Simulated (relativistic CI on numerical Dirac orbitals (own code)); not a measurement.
Cr⁺: resonant inelastic scattering at the M2,3 edge

Computed with this model: Dirac-Coulomb-Breit CI, KLI orbitals optimised for each configuration, model QED, valence Slater integrals scaled by 0.8, Kramers-Heisenberg scattering through one core-hole configuration in a parametric crystal field; configurations [Ar] 3d5 → [Ne] 3s2 3p5 3d6; 300 K; core-hole width 0.48 eV; summed over polarisations. Incident energies are the highest absorption maxima for each field (at most a few, so the weaker spin-orbit partner edge can be absent), on the computed scale of the free ion. Intensities are in per cent of the strongest line above 0.02 eV; levels within 1 cm⁻¹ are merged; final levels count from the ground level, the first row holds all elastic scattering, lines under 0.4 are left out and each table stops after 24 rows. The scale of the Slater integrals is a model choice and moves the terms in proportion.

Field parameters in Wybourne normalisation: D3d B²₀ = −7Dσ, B⁴₀ = −14Dq − 21Dτ, B⁴₃ = −14√(10/7) Dq. The field is a parameter set, without covalency.

S is read from ⟨S²⟩ = S(S + 1).

D3d, 10Dq = 7450, Dσ = -1200, Dτ = 130 cm⁻¹:

```
Final level (eV)  Degeneracy  Irrep     S   47.5 eV
           0.000           6         2.50  476237.5
           1.654           2     Γ4  1.50      48.3
           1.655           2  Γ5+Γ6  1.50      33.5
           1.678           2     Γ4  1.50     100.0
           1.686           2  Γ5+Γ6  1.50      54.2
           1.693           2     Γ4  1.50      37.0
           1.699           2     Γ4  1.50      28.0
           1.977           2  Γ5+Γ6  1.49      29.0
           1.978           2     Γ4  1.50      33.6
           2.104           2     Γ4  0.52       4.5
           2.133           2     Γ4  0.52       3.8
           2.149           2  Γ5+Γ6  0.53       5.0
           2.260           2     Γ4  1.50      23.4
           2.262           2     Γ4  1.49      24.8
           2.264           2  Γ5+Γ6  1.49      25.8
           2.266           2     Γ4  1.50      31.0
           2.468           2     Γ4  1.50      31.2
           2.470           2     Γ4  1.50      23.5
           2.472           2  Γ5+Γ6  1.50      18.0
           2.473           2     Γ4  1.50      15.8
           2.507           2     Γ4  1.50      39.8
           2.507           2  Γ5+Γ6  1.50      43.2
           2.780           2     Γ4  1.50      12.7
           2.785           2  Γ5+Γ6  1.50      15.3
```

D3d, 10Dq = 7450, Dσ = -860, Dτ = 130 cm⁻¹:

```csv
Final level (eV),Degeneracy,Irrep,S,47.5 eV
0.000,6,,2.50,485870.7
1.703,2,Γ4,1.50,61.8
1.704,2,Γ5+Γ6,1.50,40.7
1.706,2,Γ4,1.50,100.0
1.712,2,Γ5+Γ6,1.50,49.6
1.717,2,Γ4,1.50,31.5
1.721,2,Γ4,1.50,25.6
2.056,2,Γ5+Γ6,1.49,26.5
2.057,2,Γ4,1.49,31.2
2.131,2,Γ4,0.54,6.6
2.165,2,Γ5+Γ6,0.55,4.8
2.187,2,Γ4,0.59,3.3
2.244,2,Γ4,1.49,22.7
2.247,2,Γ4,1.46,27.8
2.247,2,Γ5+Γ6,1.49,22.8
2.249,2,Γ4,1.49,24.5
2.491,2,Γ4,1.50,29.9
2.493,2,Γ4,1.50,23.2
2.494,2,Γ5+Γ6,1.50,18.1
2.495,2,Γ4,1.50,17.0
2.507,2,Γ4,1.50,42.8
2.507,2,Γ5+Γ6,1.50,46.6
2.815,2,Γ4,1.50,12.7
2.822,4,Γ4+Γ5+Γ6,1.37,38.2
```

D3d, 10Dq = 7450, Dσ = -510, Dτ = 130 cm⁻¹:

```tsv
Final level (eV)	Degeneracy	Irrep	S	47.5 eV
0.000	6		2.50	459541.7
1.720	2	Γ4	1.50	100.0
1.724	2	Γ5+Γ6	1.50	60.5
1.727	2	Γ4	1.50	45.5
1.730	2	Γ4	1.50	25.4
1.746	4	Γ4+Γ5+Γ6	1.50	62.9
2.127	2	Γ4	1.31	23.6
2.127	2	Γ5+Γ6	1.43	22.3
2.146	2	Γ4	0.83	9.6
2.176	2	Γ5+Γ6	0.66	5.0
2.219	2	Γ4	1.29	20.3
2.230	2	Γ4	1.49	20.9
2.232	4	Γ4+Γ5+Γ6	1.49	39.6
2.255	2	Γ4	0.84	9.1
2.504	2	Γ4	1.50	24.8
2.505	4	Γ4+Γ5+Γ6	1.50	43.6
2.505	2	Γ4	1.50	18.3
2.507	2	Γ4	1.50	41.1
2.507	2	Γ5+Γ6	1.50	42.5
2.847	2	Γ4	1.49	12.1
2.849	2	Γ4	1.02	18.1
2.854	2	Γ5+Γ6	1.50	15.0
2.864	2	Γ4	1.45	15.9
2.878	2	Γ4	1.19	9.0
```

For the first field the strongest loss at the lowest incident energy is the level at 1.68 eV (S = 1.50, against 2.50 in the thermal ground state). Levels of other spin, the first over 8 % at 1.65 eV, appear because spin-orbit coupling of the core hole, and in heavier ions of the valence shell too, mixes spins.
